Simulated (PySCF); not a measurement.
Ionisation of 1,1-dimethylcyclohexane

System: 1,1-dimethylcyclohexane, `CC1(C)CCCCC1` (C8H16). Coordinates in Å; atoms count from 1 in this order:
```
C    -1.3376   -1.1506   -0.6375
C    -0.8481    0.1129    0.0759
C    -2.0647    0.9084    0.5458
C    -0.0127    0.9856   -0.8787
C     1.3320    0.3726   -1.2558
C     2.1488    0.0247   -0.0162
C     1.3623   -0.8754    0.9304
C     0.0174   -0.2551    1.2951
H    -1.9662   -0.8896   -1.5040
H    -0.5123   -1.7769   -1.0058
H    -1.9444   -1.7703    0.0420
H    -2.7041    1.1945   -0.3050
H    -1.7595    1.8322    1.0630
H    -2.6793    0.3184    1.2447
H     0.1687    1.9579   -0.3851
H    -0.6041    1.2066   -1.7840
H     1.8916    1.0695   -1.9008
H     1.1752   -0.5383   -1.8595
H     2.4142    0.9584    0.5129
H     3.1013   -0.4512   -0.3011
H     1.9438   -1.0691    1.8465
H     1.2075   -1.8604    0.4566
H    -0.5522   -0.9291    1.9580
H     0.2003    0.6665    1.8775
```

Computed at ωB97X-D3(BJ)/ma-def2-SVP // PBE0-D3(BJ)/def2-SVP with PySCF (density fitting, grid level 2). Zero-point and thermal terms (298.15 K, 1 bar) come from unscaled GFN2-xTB harmonic frequencies, with soft modes damped to free rotors in the entropy. These were taken at the GFN2-xTB minima.

Frontier levels of the parent: HOMO -10.61 eV, LUMO 1.45 eV.

Oxidation to the radical cation:
- Vertical ionisation energy (electronic): 10.38 eV
- Adiabatic ionisation energy (with zero-point energy): 9.55 eV
- Adiabatic, electronic part: 9.73 eV
- Vertical gap at the product's structure: 9.01 eV
- Inner reorganisation energy (four-point): 1370 meV
- Relaxation of product / of parent: 654 / 716 meV
- ⟨S²⟩ of the product: 0.754
- Largest spin populations: C2 0.27, C4 0.19, C8 0.19
- Largest changes of atomic charge: C2 0.09, H (on C4) 0.09, H (on C8) 0.09
- Distances that move most (Å): C2–C4 1.540 → 1.624; C2–C8 1.540 → 1.624; C4–C5 1.525 → 1.486; C7–C8 1.525 → 1.486
- Potential in acetonitrile: 7.34 V absolute (solvation -3 → -213 kJ/mol)

Solvents are IEF-PCM continua (electrostatics only, gas-phase structures); absolute potentials refer to an electron at rest in vacuum.

Measured values (NIST Chemistry WebBook, evaluated or the median of agreeing entries): adiabatic ionisation energy 9.42 eV (computed 9.55, difference 0.13).

Known limits: ma-def2-SVP is a small basis, whose errors can reach tens of kJ/mol.

Hardware: 1 thread of Arm Neoverse V1, shared with other jobs. Command: `OMP_NUM_THREADS=1 python redox_run.py task.json out`. Structures, frequencies and single points: 11 min.
